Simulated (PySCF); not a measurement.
C3H5NOSi. Atoms are numbered in the order given.

```xyz
11

C     -1.1723    -2.2804     0.0000
C      0.1608    -2.0784     0.0000
Si     0.9388    -0.3915     0.0000
O     -0.4257     0.6923     0.0000
C     -0.3577     1.9797     0.0000
N     -0.3380     3.1573     0.0000
H     -1.8852    -1.4389     0.0000
H     -1.6049    -3.2952     0.0000
H      0.8361    -2.9546     0.0000
H      1.7488    -0.0980     1.2279
H      1.7488    -0.0980    -1.2279
```

Geometry optimised at PBE-D3(BJ)/def2-SVP. The structure was generated by enumeration, and PubChem lists no compound with its InChIKey, so it may never have been made. Other conformers were not sampled.

The numbers are results of TDA-CAM-B3LYP/def2-SVPD in PySCF, not measurements.

Vertical excitations. The molecule is in vacuum. State labels are in the subgroup Cs.

```csv
state,symmetry,energy (eV),λ (nm),f,main pairs
S1,A",6.89,180,0.007,HOMO→LUMO+1 83 %
S2,A",6.98,178,0.001,HOMO−3→LUMO 90 %
S3,A",7.06,176,0.007,HOMO−1→LUMO+1 87 %
S4,A',7.30,170,0.034,HOMO−2→LUMO+1 87 %
S5,A",7.48,166,0.000,"HOMO→LUMO+8 55 %, HOMO→LUMO+3 24 %"
S6,A',7.50,165,0.080,HOMO→LUMO 85 %
S7,A',7.63,163,0.484,HOMO−1→LUMO 81 %
S8,A",7.80,159,0.002,"HOMO−2→LUMO 72 %, HOMO−2→LUMO+7 12 %"
S9,A",7.86,158,0.012,HOMO−1→LUMO+2 79 %
S10,A',8.01,155,0.002,"HOMO−2→LUMO+8 29 %, HOMO→LUMO+7 26 %, HOMO−2→LUMO+3 13 %, HOMO→LUMO+10 12 %"
T1,A',4.10,303,0,HOMO−1→LUMO 92 %
T2,A',6.32,196,0,"HOMO−2→LUMO+8 39 %, HOMO→LUMO+7 21 %, HOMO→LUMO+10 13 %, HOMO−2→LUMO+3 9 %"
T3,A",6.36,195,0,HOMO−3→LUMO 95 %
T4,A",6.54,190,0,HOMO→LUMO+1 81 %
```
Triplets are in the Tamm–Dancoff approximation.
